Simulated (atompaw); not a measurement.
# u(r) = r·R(r): atom against pseudo-atom (Ta)

Columns: radius, all-electron u(r) and pseudo u(r) of the 6s shell (level -5.70 eV) of tantalum in the configuration [Xe] 4f14 5d3 6s1.75 6p0.25; PBE, scalar-relativistic, PAW (atompaw) scheme, atompaw 4.2.0.5.

| r (bohr) | all-electron | pseudo |
| --- | --- | --- |
| 0.115 | -0.0808 | 0.0392 |
| 0.231 | 0.0037 | 0.0786 |
| 0.346 | 0.1793 | 0.1175 |
| 0.462 | 0.1010 | 0.1564 |
| 0.577 | -0.0746 | 0.1944 |
| 0.692 | -0.2176 | 0.2319 |
| 0.808 | -0.2870 | 0.2690 |
| 0.923 | -0.2856 | 0.3049 |
| 1.038 | -0.2331 | 0.3398 |
| 1.154 | -0.1479 | 0.3738 |
| 1.269 | -0.0477 | 0.4062 |
| 1.385 | 0.0576 | 0.4373 |
| 1.500 | 0.1586 | 0.4665 |
| 1.615 | 0.2515 | 0.4938 |
| 1.731 | 0.3346 | 0.5192 |
| 1.846 | 0.4056 | 0.5421 |
| 1.962 | 0.4655 | 0.5629 |
| 2.077 | 0.5139 | 0.5808 |
| 2.192 | 0.5522 | 0.5960 |
| 2.308 | 0.5816 | 0.6085 |
| 2.423 | 0.6026 | 0.6178 |
| 2.538 | 0.6163 | 0.6240 |
| 2.654 | 0.6239 | 0.6271 |
| 2.769 | 0.6259 | 0.6269 |
| 2.885 | 0.6233 | 0.6234 |
| 3.000 | 0.6167 | 0.6167 |

(1) How many radial nodes do the two functions have?

(2) Is the pseudo-wave norm-conserving?

## Answers

(1) The all-electron 6s function has n − l − 1 = 5 (the table is too coarse to show those close to the nucleus); the pseudo-wave has 0, since the states of the same l below it are removed with the core.

(2) No, it belongs to a PAW set: the norm inside the radius is not constrained, and the difference is carried by the augmentation charge.
